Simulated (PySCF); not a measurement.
Simulation results for CH₅AlBO, Al₂H₂NO, CH₄AlBN, AlBFH₄ and others

Computed with PySCF 2.14.0. Calculation on a computer-drawn molecule: the log of a Hartree-Fock and frozen-core CCSD(T) single point meant for a local Hartree-Fock minimum, with one planted fault or none, to be diagnosed. Offsets are logged minus clean, where the clean run is the same molecule without the fault. The reference is restricted for singlets and unrestricted otherwise, and also for a bond in bohr or an excited solution. Adding or removing an electron swaps singlet and doublet. The excited solution moves the top pair (singlet) or top alpha electron (doublet) to the lowest empty orbital. Highest occupied and lowest empty are orbital energies over both spins, largest force is the largest gradient component, triples share is (T) over the correlation energy, the T1 limit is 0.02 restricted and 0.045 unrestricted, electrons count all cores, a negative frequency is imaginary (commonest isotopes), and the dipole is about the centre of nuclear charge.

Common to all runs: logged SCF converged yes; possible faults no fault, one electron removed, one electron added, multiplicity raised by two, geometry at a saddle point, SCF held on an excited solution, minimal basis STO-3G, one bond length entered in bohr, all coordinates scaled.

(1) CH₅AlBO

Logged structure:
```xyz
9
CH5AlBO
C     -3.7700    -1.8204     0.8616
B     -2.9264    -0.7476     0.0211
Al    -1.8195     0.6340    -1.1326
O     -1.5481     0.2514    -2.8211
H     -4.7501    -1.4239     1.2568
H     -3.1920    -2.2973     1.7056
H     -4.0212    -2.6471     0.1245
H     -1.2257     2.0170    -0.5002
H     -1.0626     0.7799    -3.4771
```

- meant charge: 0
- meant multiplicity: 2
- meant basis: cc-pV(D+d)Z
- logged electrons: 37
- logged basis functions: 90
- logged spin squared: 0.7597
- logged highest occupied: -7.4477 eV
- logged lowest empty: 1.5163 eV
- logged largest force: 0.023625 hartree/bohr
- logged T1 diagnostic: 0.014714
- logged D1 diagnostic: 0.04562
- logged triples share: 0.024739
- logged CC converged: yes
- logged dipole magnitude: 0.66776 debye
- logged SCF stable within its kind: yes
- logged energy HF: -382.23664 hartree
- logged energy CCSD(T): -382.75108 hartree
- planted fault: all coordinates scaled, by +3.2 %
- HF energy offset from clean run: 4.858 kcal/mol
- CCSD(T) energy offset from clean run: 1.873 kcal/mol

Drawn bonds:
| atom | other atom | order |
| --- | --- | --- |
| 1 | 2 | 1 |
| 2 | 3 | 1 |
| 3 | 4 | 1 |
| 1 | 5 | 1 |
| 1 | 6 | 1 |
| 1 | 7 | 1 |
| 3 | 8 | 1 |
| 4 | 9 | 1 |

(2) Al₂H₂NO

Logged structure:
```xyz
6
Al2H2NO
N     -1.1384     2.1114    -0.8579
Al     0.0282     0.8920    -0.5805
Al     1.7994    -0.9592    -0.1590
O      2.8658    -2.0738     0.0946
H     -1.2980     2.5817    -1.7358
H     -1.7790     2.4774    -0.1701
```

- meant charge: 1
- meant multiplicity: 1
- meant basis: cc-pV(D+d)Z
- logged electrons: 42
- logged basis functions: 84
- logged spin squared: 0
- logged highest occupied: -9.7129 eV
- logged lowest empty: -11.733 eV
- logged largest force: 0.23679 hartree/bohr
- logged CC converged: no
- logged dipole magnitude: 3.9619 debye
- logged SCF stable within its kind: no
- logged energy HF: -613.63543 hartree
- planted fault: SCF held on an excited solution
- HF energy offset from clean run: 263.9 kcal/mol

Drawn bonds:
| atom | other atom | order |
| --- | --- | --- |
| 1 | 2 | 1 |
| 2 | 3 | 1 |
| 3 | 4 | 2 |
| 1 | 5 | 1 |
| 1 | 6 | 1 |

Notes: CCSD not converged.

(3) CH₄AlBN

Logged structure:
```xyz
8
CH4AlBN
N      0.2475     1.3642     2.4664
B     -0.3988     1.5957     1.3098
C     -1.1093     1.8299     0.1070
Al    -2.8995     1.5892    -0.1455
H      0.4040     2.0792     3.1527
H      0.6855     0.4862     2.6767
H     -0.5275     2.1870    -0.7439
H     -4.4150     1.3874    -0.3662
```

* meant charge: 1
* meant multiplicity: 1
* meant basis: cc-pV(D+d)Z
* logged electrons: 34
* logged basis functions: 85
* logged spin squared: 0
* logged highest occupied: -8.6273 eV
* logged lowest empty: -8.8433 eV
* logged largest force: 0.1401 hartree/bohr
* logged CC converged: no
* logged dipole magnitude: 5.9659 debye
* logged SCF stable within its kind: no
* logged energy HF: -360.60786 hartree
* planted fault: SCF held on an excited solution
* HF energy offset from clean run: 265.2 kcal/mol

Drawn bonds:
| atom | other atom | order |
| --- | --- | --- |
| 1 | 2 | 1 |
| 2 | 3 | 2 |
| 3 | 4 | 1 |
| 1 | 5 | 1 |
| 1 | 6 | 1 |
| 3 | 7 | 1 |
| 4 | 8 | 1 |

Notes: CCSD not converged.

(4) AlBFH₄

Logged structure:
```xyz
7
AlBFH4
F     -1.5592     0.5098    -2.1403
B     -0.6054     0.3527    -1.0732
Al     0.9636    -1.0581    -1.5288
H     -0.0685     1.4206    -0.8229
H     -1.1615    -0.0527    -0.0636
H      2.1695    -1.4102    -0.5150
H      1.2372    -1.9727    -2.8289
```

- meant charge: -1
- meant multiplicity: 1
- meant basis: aug-cc-pV(D+d)Z
- logged electrons: 32
- logged basis functions: 114
- logged spin squared: 0
- logged highest occupied: -3.2053 eV
- logged lowest empty: 3.2127 eV
- logged largest force: 0.011114 hartree/bohr
- logged T1 diagnostic: 0.014139
- logged D1 diagnostic: 0.030155
- logged triples share: 0.025923
- logged CC converged: yes
- logged dipole magnitude: 1.2285 debye
- logged SCF stable within its kind: yes
- logged energy HF: -368.40265 hartree
- logged energy CCSD(T): -368.8529 hartree
- planted fault: all coordinates scaled, by -1.7 %
- HF energy offset from clean run: 0.8393 kcal/mol
- CCSD(T) energy offset from clean run: 1.364 kcal/mol

Drawn bonds:
| atom | other atom | order |
| --- | --- | --- |
| 1 | 2 | 1 |
| 2 | 3 | 1 |
| 2 | 4 | 1 |
| 2 | 5 | 1 |
| 3 | 6 | 1 |
| 3 | 7 | 1 |

(5) AlB₂H₄N

Logged structure:
```xyz
8
AlB2H4N
B     -0.3165    -3.0339    -0.5760
N     -0.9206    -2.2803     0.2066
B     -1.6071    -1.4154     1.0908
Al    -1.9842     0.6424     0.5344
H      0.2528    -3.7410    -1.3160
H     -1.9585    -1.8881     2.1465
H     -3.3026     1.0686    -0.2467
H     -0.9462     1.8011     0.8660
```

- meant charge: 0
- meant multiplicity: 1
- meant basis: cc-pV(D+d)Z
- logged electrons: 34
- logged basis functions: 28
- logged spin squared: 0
- logged highest occupied: -6.6301 eV
- logged lowest empty: 6.5301 eV
- logged largest force: 0.038047 hartree/bohr
- logged T1 diagnostic: 0.01675
- logged D1 diagnostic: 0.04967
- logged triples share: 0.029482
- logged CC converged: yes
- logged dipole magnitude: 0.71341 debye
- logged SCF stable within its kind: yes
- logged energy HF: -343.82766 hartree
- logged energy CCSD(T): -344.05436 hartree
- planted fault: minimal basis STO-3G
- HF energy offset from clean run: 2664 kcal/mol
- CCSD(T) energy offset from clean run: 2796 kcal/mol

Drawn bonds:
| atom | other atom | order |
| --- | --- | --- |
| 1 | 2 | 2 |
| 2 | 3 | 1 |
| 3 | 4 | 1 |
| 1 | 5 | 1 |
| 3 | 6 | 1 |
| 4 | 7 | 1 |
| 4 | 8 | 1 |

(6) CH₃BClSi

Logged structure:
```xyz
7
CH3BClSi
Si     0.1920    -2.4878     0.6773
C      0.1213    -1.1116     1.9082
B      0.8222     0.0616     1.6953
Cl     1.7064     1.4739     1.3799
H      0.9322    -2.0486    -0.5345
H     -1.1575    -2.9742     0.2911
H     -0.4538    -1.2547     2.8180
```

* meant charge: 0
* meant multiplicity: 2
* meant basis: cc-pV(D+d)Z
* logged electrons: 45
* logged basis functions: 31
* logged spin squared: 0.912
* logged highest occupied: -5.6783 eV
* logged lowest empty: 5.9579 eV
* logged largest force: 0.05141 hartree/bohr
* logged T1 diagnostic: 0.032489
* logged D1 diagnostic: 0.14703
* logged triples share: 0.020426
* logged CC converged: yes
* logged dipole magnitude: 1.6788 debye
* logged SCF stable within its kind: yes
* logged energy HF: -803.62329 hartree
* logged energy CCSD(T): -803.80373 hartree

Drawn bonds:
| atom | other atom | order |
| --- | --- | --- |
| 1 | 2 | 1 |
| 2 | 3 | 2 |
| 3 | 4 | 1 |
| 1 | 5 | 1 |
| 1 | 6 | 1 |
| 2 | 7 | 1 |

**Q.** Which fault was planted in the run of CH₃BClSi (entry 6)?
**A.** minimal basis STO-3G

Further results for CH₃BClSi (entry 6):

- HF energy offset from clean run: 5696 kcal/mol
- CCSD(T) energy offset from clean run: 5890 kcal/mol
